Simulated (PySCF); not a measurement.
These are PBE-D3(BJ)/def2-TZVP // BP86-D3(BJ)/def2-SVP run with PySCF values and carry that method's errors. Isolated molecules, 0 K electronic values unless said otherwise. One relaxed conformer stands for a flexible species; it need not be the lowest. 

Reference species: [Zr(F)2(NH2)2] (neutral, multiplicity 1).

| Property | Value |
|---|---|
| HOMO | -5.81 eV |
| mean distance from the central atom to its bonded neighbours | 1.987 Å |
| coordination number | 4 |
| charge on the central atom (Mulliken) | 1.55 e |

Changed species: [Zr(F)(NH2)3] (3 of 4 F replaced by NH2; the reference has 2 of 4 F replaced by NH2).

Problem. Give the shifts of the HOMO, mean distance from the central atom to its bonded neighbours, coordination number and charge on the central atom (Mulliken).

Solution. the HOMO goes up by 0.13 eV, to -5.68 eV; the mean distance from the central atom to its bonded neighbours rises by 0.036 Å, to 2.023 Å; the coordination number stays essentially unchanged; the charge on the central atom (Mulliken) falls by 0.03 e, to 1.52 e.
